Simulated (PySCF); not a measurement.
## Deuteron quadrupole couplings in `[O+]#CCOC1CCC1`

C6H9O2 (charge +1).
Structure used (GFN2-xTB), in Å, numbered top down from 1:
```xyz
17
C6H9O2 angstrom
O     -3.3933    1.6331   -0.0922
C     -2.9497    0.6032   -0.0598
C     -2.1241   -0.5177    0.1981
O     -1.0959    0.1892    0.8549
C      0.1148    0.4292    0.1376
C      0.9095   -0.8088   -0.3024
C      2.1368   -0.2330    0.4304
C      1.2412    0.8186    1.1061
H     -2.6113   -1.2212    0.8945
H     -1.8023   -1.0716   -0.6976
H     -0.0497    1.1608   -0.6591
H      0.5484   -1.7239    0.1630
H      1.0158   -0.9577   -1.3738
H      2.8581    0.2093   -0.2507
H      2.6455   -0.9186    1.1006
H      1.5662    1.8531    1.0586
H      0.9829    0.5680    2.1315
```

Level: PBE0/pcSseg-1 (PySCF, non-relativistic); Q(2H) = 0.00286 b; rigid geometry, the same for H and D, with no vibrational averaging.

Question: Rank these positions by the coupling χzz of a deuteron there, largest first.
A. H15 (methylene hydrogen)
B. H11 (methine hydrogen)
C. H9 (methylene hydrogen)

Answer: A (210 kHz), B (194 kHz), C (177 kHz).

Q: What are Vzz, η and χzz (234.96 MHz × Q × Vzz) at all hydrogens?

A: 
| atom | bonded to | bond length (Å) | Vzz (au) | η | χzz (kHz) |
| --- | --- | --- | --- | --- | --- |
| H9 | C3 | 1.103 | 0.2635 | 0.06 | 177 |
| H10 | C3 | 1.101 | 0.2671 | 0.06 | 179 |
| H11 | C5 | 1.094 | 0.2880 | 0.13 | 194 |
| H12 | C6 | 1.088 | 0.3098 | 0.02 | 208 |
| H13 | C6 | 1.087 | 0.3104 | 0.01 | 209 |
| H14 | C7 | 1.086 | 0.3101 | 0.01 | 208 |
| H15 | C7 | 1.085 | 0.3127 | 0.01 | 210 |
| H16 | C8 | 1.085 | 0.3125 | 0.02 | 210 |
| H17 | C8 | 1.087 | 0.3093 | 0.02 | 208 |

Q: How does χzz go with the bond length over the 9 C–H bonds?

A: A straight-line fit has a slope of -19.2 kHz for each 0.01 Å, with a correlation coefficient of -1.00, over lengths from 1.085 to 1.103 Å. The longer bonds have the smaller couplings here.

One conformer (not necessarily the lowest) at the GFN2-xTB geometry, without solvent, vibrations or thermal averaging. GFN2-xTB bond lengths can be off by several hundredths of an ångström, more for odd bonds, and the gradients follow them. A larger basis could move these couplings by a tenth or more.

The run behind these numbers computed NMR shieldings as well. Time: 2.3 min wall, 99 s CPU (with the writing of density and orbital grids); peak memory 0.83 GiB. Hardware: an Intel Xeon at 2.50 GHz with one thread (shared host).
